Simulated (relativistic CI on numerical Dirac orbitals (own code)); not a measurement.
**Tm³⁺ (4f12) in a crystal field**

Calculated by Dirac-Coulomb-Breit CI, KLI orbitals optimised for each configuration, a model potential for QED, valence Slater integrals scaled by 0.75, one configuration in a parametric crystal field (own radial code).

Field parameters in Wybourne normalisation; cubic f-shell fields have B⁴₄ = √(5/14) B⁴₀ and B⁶₄ = −√(7/2) B⁶₀. The field is a parameter set, without covalency.

S and J are read from ⟨S²⟩ = S(S + 1) and ⟨J²⟩ = J(J + 1) of each level; they are not fictitious spins.

D3d, B20 = 530, B40 = -920, B43 = 640, B60 = -100, B63 = 470, B66 = 580 cm⁻¹, the lowest 10 levels:

```json
{"E (cm⁻¹)": "0.0", "Degeneracy": "1", "Irrep": "A1", "S": "0.99", "J": "6.00"}
{"E (cm⁻¹)": "48.9", "Degeneracy": "2", "Irrep": "E", "S": "0.99", "J": "6.00"}
{"E (cm⁻¹)": "162", "Degeneracy": "2", "Irrep": "E", "S": "0.99", "J": "6.00"}
{"E (cm⁻¹)": "226", "Degeneracy": "1", "Irrep": "A2", "S": "0.99", "J": "6.00"}
{"E (cm⁻¹)": "358", "Degeneracy": "1", "Irrep": "A1", "S": "0.99", "J": "6.00"}
{"E (cm⁻¹)": "360", "Degeneracy": "1", "Irrep": "A2", "S": "0.99", "J": "6.00"}
{"E (cm⁻¹)": "455", "Degeneracy": "2", "Irrep": "E", "S": "0.99", "J": "6.00"}
{"E (cm⁻¹)": "470", "Degeneracy": "1", "Irrep": "A1", "S": "0.99", "J": "6.00"}
{"E (cm⁻¹)": "474", "Degeneracy": "2", "Irrep": "E", "S": "0.99", "J": "6.00"}
{"E (cm⁻¹)": "5055", "Degeneracy": "2", "Irrep": "E", "S": "0.74", "J": "4.00"}
```

Oh, B40 = 1930, B60 = 420 cm⁻¹, the lowest 16 levels:

| E (cm⁻¹) | Degeneracy | Irrep | S | J |
| --- | --- | --- | --- | --- |
| 0.0 | 1 | A1 | 0.99 | 5.98 |
| 104 | 3 | T1 | 0.99 | 5.99 |
| 208 | 3 | T2 | 0.99 | 6.00 |
| 323 | 1 | A2 | 0.99 | 6.00 |
| 635 | 3 | T2 | 0.99 | 6.00 |
| 668 | 2 | E | 0.99 | 6.00 |
| 5002 | 3 | T2 | 0.73 | 4.00 |
| 5483 | 2 | E | 0.76 | 4.01 |
| 5496 | 3 | T1 | 0.75 | 4.02 |
| 5524 | 1 | A1 | 0.75 | 4.02 |
| 8241 | 3 | T1 | 1.00 | 4.99 |
| 8283 | 2 | E | 1.00 | 4.98 |
| 8495 | 3 | T2 | 1.00 | 5.00 |
| 8688 | 3 | T1 | 1.00 | 5.00 |
| 12283 | 3 | T2 | 0.91 | 3.98 |
| 12332 | 2 | E | 0.90 | 4.00 |

C2v, B20 = -240, B22 = 270, B40 = 570, B42 = -40, B44 = 560, B60 = -180, B62 = 310, B64 = -390, B66 = -20 cm⁻¹, the lowest 16 levels:

```csv
E (cm⁻¹),Degeneracy,S,J
0.0,1,0.99,6.00
11.2,1,0.99,6.00
14.2,1,0.99,6.00
15.3,1,0.99,6.00
87.7,1,0.99,6.00
116,1,0.99,6.00
139,1,0.99,6.00
154,1,0.99,6.00
225,1,0.99,6.00
275,1,0.99,6.00
276,1,0.99,6.00
403,1,0.99,6.00
403,1,0.99,6.00
4954,1,0.74,4.00
4984,1,0.74,4.00
5069,1,0.74,4.00
```

Oh, B40 = 540, B60 = 300 cm⁻¹, the lowest 16 levels:

```csv
E (cm⁻¹),Degeneracy,Irrep,S,J
0.0,1,A1,0.99,6.00
6.7,1,A2,0.99,6.00
29.9,3,T1,0.99,6.00
32.4,3,T2,0.99,6.00
211,2,E,0.99,6.00
225,3,T2,0.99,6.00
4963,3,T2,0.74,4.00
5054,1,A1,0.74,4.00
5117,3,T1,0.75,4.00
5171,2,E,0.75,4.00
8131,3,T1,1.00,5.00
8157,2,E,1.00,5.00
8177,3,T2,1.00,5.00
8279,3,T1,1.00,5.00
12081,2,E,0.90,4.00
12165,3,T2,0.90,4.00
```

D3d, B20 = 1530, B40 = -1720, B43 = -230, B60 = 620, B63 = -140, B66 = -370 cm⁻¹, the lowest 16 levels:

| E (cm⁻¹) | Degeneracy | Irrep | S | J |
| --- | --- | --- | --- | --- |
| 0.0 | 1 | A1 | 0.99 | 6.00 |
| 31.9 | 2 | E | 0.99 | 6.00 |
| 132 | 2 | E | 0.99 | 5.99 |
| 290 | 1 | A1 | 0.99 | 5.99 |
| 381 | 1 | A2 | 0.99 | 5.99 |
| 654 | 2 | E | 0.99 | 5.99 |
| 725 | 1 | A2 | 0.99 | 6.00 |
| 726 | 1 | A1 | 0.99 | 6.00 |
| 933 | 2 | E | 0.99 | 6.00 |
| 5174 | 1 | A1 | 0.73 | 4.00 |
| 5251 | 2 | E | 0.75 | 4.01 |
| 5357 | 2 | E | 0.74 | 4.01 |
| 5550 | 1 | A2 | 0.75 | 4.02 |
| 5606 | 2 | E | 0.75 | 4.01 |
| 5627 | 1 | A1 | 0.76 | 4.02 |
| 8112 | 1 | A2 | 1.00 | 5.00 |

The next free-ion level lies 4971 cm⁻¹ above the lowest; the field splits the ground level into components whose J stays near 6 as long as their spread is small against that gap.

Levels of this model without a field, named by their leading LS term (the scale mimics covalency, so terms lie below those of the real free ion): 3H_6 0, 3F_4 4971, 3H_5 8086, 3H_4 12081, 3F_3 14100, 3F_2 14512, 1G_4 19868, 1D_2 27006 cm⁻¹.
